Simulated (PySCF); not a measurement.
## Basis-set dependence of excited states

Compound: GeH7NSSi.
SMILES: `[SiH3][NH][GeH2][SH]`

TDDFT with PBE0 (PySCF), vertical singlets, core orbitals frozen in the response, spherical d and f functions. Isolated species at its PBE0-D3(BJ)/def2-SVP geometry (one conformer only). The PBE0/6-31G* calculation is non-relativistic and has no spin–orbit coupling, an omission that weighs most on germanium.

```json
{"basis": "6-31G*", "functions": "96", "diffuse": "no", "S1 (eV)": "6.04", "S2 (eV)": "6.19", "S3 (eV)": "6.48", "S4 (eV)": "6.53", "S5 (eV)": "7.07", "LUMO (eV)": "0.25", "α (au)": "70.3"}
{"basis": "def2-SVP", "functions": "117", "diffuse": "no", "S1 (eV)": "6.25", "S2 (eV)": "6.32", "S3 (eV)": "6.58", "S4 (eV)": "6.68", "S5 (eV)": "7.07", "LUMO (eV)": "0.43", "α (au)": "72.9"}
{"basis": "def2-SVPD", "functions": "165", "diffuse": "yes", "S1 (eV)": "5.82", "S2 (eV)": "5.92", "S3 (eV)": "6.12", "S4 (eV)": "6.35", "S5 (eV)": "6.49", "LUMO (eV)": "-0.19", "α (au)": "88.5"}
{"basis": "aug-cc-pVDZ", "functions": "176", "diffuse": "yes", "S1 (eV)": "5.59", "S2 (eV)": "5.75", "S3 (eV)": "5.90", "S4 (eV)": "6.13", "S5 (eV)": "6.25", "LUMO (eV)": "-0.50", "α (au)": "89.7"}
{"basis": "def2-TZVP", "functions": "195", "diffuse": "no", "S1 (eV)": "5.90", "S2 (eV)": "5.98", "S3 (eV)": "6.33", "S4 (eV)": "6.46", "S5 (eV)": "6.69", "LUMO (eV)": "-0.03", "α (au)": "82.5"}
{"basis": "def2-TZVPD", "functions": "243", "diffuse": "yes", "S1 (eV)": "5.72", "S2 (eV)": "5.80", "S3 (eV)": "6.03", "S4 (eV)": "6.24", "S5 (eV)": "6.38", "LUMO (eV)": "-0.33", "α (au)": "89.4"}
```

**Question.** How much do these states and the polarisability depend on the basis?

**Answer.** States are compared by their number. Against the largest diffuse basis here (def2-TZVPD, itself not a converged limit), sets without diffuse functions differ by up to 0.53 eV in S1 and 0.69 eV in S5; the smaller diffuse sets differ by up to 0.13 and 0.14 eV. State by state, the largest deviation of a set without diffuse functions is S1 0.53, S2 0.52, S3 0.55, S4 0.44, S5 0.69 eV. The same number needn't mean the same state in each row. Against def2-TZVPD the polarisability deviates by -21% in 6-31G*, -18% in def2-SVP, -1% in def2-SVPD, 0% in aug-cc-pVDZ, -8% in def2-TZVP.

Without π bonds the low states may be Rydberg-like; a valence basis with one diffuse set may place them up to an eV too high.
